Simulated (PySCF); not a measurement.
# Pt⁺ (platinum, charge +1) across methods

[Xe] 4f14 5d9, 2D determinant. Computed with PySCF 2.14 in aug-cc-pVDZ-PP with ECP60MDF (5s5p4d2f, 54 functions), with a scalar-relativistic core potential.

```tsv
method	E (hartree)	mean ε 5p β (eV)	mean ε 5d α (eV)	mean ε 5d β (eV)	Σ⟨r²⟩ (bohr²)	⟨S²⟩
UHF	-118.23434	-76.937	-20.107	-19.172	39.33	0.895
PBE	-119.0659	-64.435	-14.904	-14.289	40.28	0.948
r2SCANh	-119.0571	-67.205	-15.878	-15.174	39.98	1.090
HSE06	-119.0297	-67.327	-15.949	-15.276	39.85	0.894
r2SCAN	-119.0764	-66.101	-15.333	-14.646	40.13	1.130
LDA	-118.8240	-64.388	-15.023	-14.405	40.37	0.851
TPSSh	-119.0012	-66.050	-15.421	-14.786	40.04	0.955
M06-L	-119.1110	-65.180	-14.751	-13.997	39.50	0.947
```

(1) Estimate the same row for PBE0.

Energies and moments cover only the electrons outside the core potential. Spin-orbit coupling, absent here, splits the open shell strongly. ⟨S²⟩ = 0.89 against 0.75 shows spin contamination.

Answers

(1) E (hartree) = -119.0321; mean ε 5p β (eV) = -67.739; mean ε 5d α (eV) = -16.366; mean ε 5d β (eV) = -15.688; Σ⟨r²⟩ (bohr²) = 39.82; ⟨S²⟩ = 0.897.
